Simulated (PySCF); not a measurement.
Ionisation energy of P²⁺ by level of theory

P²⁺ [Ne] 3s2 3p1 (2P) → P³⁺ [Ne] 3s2 (1S), as a difference of total energies. Calculation: PySCF 2.14, in def2-QZVPPD (10s6p5d2f1g, 76 functions); no relativity, point nucleus. Correlated levels: valence: [Ne] frozen; valence and next inner shell: 1s2 frozen. The calculations carry no spin-orbit coupling.

```csv
method,ionisation energy (eV)
UHF,29.590
LDA,30.207
PBE,30.244
PBE0,30.266
r2SCAN,30.376
HSE06,30.262
CAM-B3LYP,30.273
revPBE,30.243
BLYP,30.125
MP2 (valence),29.920
SCS-MP2 (valence),29.913
MP2 (valence and next inner shell),29.935
SCS-MP2 (valence and next inner shell),29.924
```

How much does correlation contribute at MP2 (valence and next inner shell)?

29.935 − (29.590) = 0.345 eV, measured against UHF.

A first-order spin-orbit estimate (lowest level to lowest level, LS coupling) adds 0.041 eV.

Errors of the correlated levels include the incompleteness of this basis and the frozen core.

For comparison: 30.203 eV (measured; NIST Atomic Spectra Database, ionization energies).
